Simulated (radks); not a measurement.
Spherical jellium clusters: N electrons in a uniform positive sphere of charge N and radius rs N^(1/3), rs = 2.75 bohr. Level of theory: non-relativistic Kohn-Sham, exchange-only LDA, spin-polarised, spherical densities (a radial shooting solver with Libxc functionals). Levels are named by radial order and angular momentum (1s, 1p, 1d, 2s, ...), and open shells are averaged over m. Each electron was tried in the lowest free levels, single moves between levels near the top were tried too, and the lowest total energy was kept; such a search can miss a lower state. Energies include the self-energy of the background; IP and EA are vertical (highest electron removed, lowest free level filled), at fixed background; spill-out counts the electrons outside the background radius R, and alpha is the static dipole polarisability from linear response (closed shells only). A dash means not computed or, for alpha, an open shell; in EA it means that no bound solution was reached, which is typical of self-interaction and does not show that the anion is unstable. Real open-shell clusters deform, which this model forbids.

N	open shells	2S	E(N+1) + E(N-1) - 2E(N) (eV)	-e(HOMO) (eV)	spill-out (e)	alpha/R^3
1	1s(up 1, down 0)	1	-	3.296	0.53	-
2	none	0	1.399	3.402	0.78	2.246
3	1p(up 1, down 0)	1	-0.917	1.816	1.17	-
4	1p(up 2, down 0)	2	-0.797	2.635	1.43	-
5	1p(up 3, down 0)	3	1.014	3.200	1.60	-
6	1p(up 3, down 1)	2	-0.831	2.328	1.79	-
7	1p(up 3, down 2)	1	-0.590	2.956	1.94	-
8	none	0	2.104	3.404	2.07	1.813
9	1d(up 1, down 0)	1	-0.447	1.453	2.32	-
10	1d(up 2, down 0)	2	-0.409	1.923	2.53	-
11	1d(up 3, down 0)	3	-0.367	2.302	2.70	-
12	1d(up 4, down 0)	4	-0.326	2.617	2.84	-
13	1d(up 5, down 0)	5	0.390	2.885	2.97	-
14	1d(up 5, down 0) 2s(up 1, down 0)	6	0.464	2.599	3.25	-
15	1d(up 5, down 1) 2s(up 1, down 0)	5	-0.399	2.206	3.37	-
16	1d(up 5, down 2) 2s(up 1, down 0)	4	-0.393	2.534	3.47	-
17	1d(up 5, down 4)	1	-0.378	2.878	3.45	-
18	none	0	0.109	3.096	3.55	1.619
19	2s(up 1, down 0)	1	0.340	3.013	3.75	-
20	none	0	1.192	2.773	3.99	1.680
21	1f(up 1, down 0)	1	-0.247	1.614	4.14	-
22	1f(up 2, down 0)	2	-0.229	1.854	4.27	-
23	1f(up 3, down 0)	3	-0.213	2.066	4.39	-
24	1f(up 4, down 0)	4	-0.197	2.257	4.50	-
25	1f(up 5, down 0)	5	-0.184	2.430	4.59	-
26	1f(up 6, down 0)	6	-0.171	2.588	4.69	-
27	1f(up 7, down 0)	7	0.713	2.732	4.78	-
28	1f(up 7, down 0) 2p(up 1, down 0)	8	-0.104	2.118	5.05	-
29	1f(up 7, down 0) 2p(up 2, down 0)	9	-0.095	2.316	5.31	-
30	1f(up 7, down 0) 2p(up 3, down 0)	10	0.063	2.486	5.56	-
31	1f(up 7, down 1) 2p(up 3, down 0)	9	-0.805	2.445	5.63	-
32	1f(up 7, down 5)	2	0.150	2.610	5.22	-
33	1f(up 7, down 6)	1	-	2.745	5.30	-

All shells are closed at N = 2, 8, 18, 20 (there: 1s2 1p6 1d10 2s2); the second difference of the energy has clear peaks (12 % above both neighbours; the first and last values, which can be the largest, are not judged, and half-filled shells can peak too) at N = 5, 8, 14, 20, 27, 30.
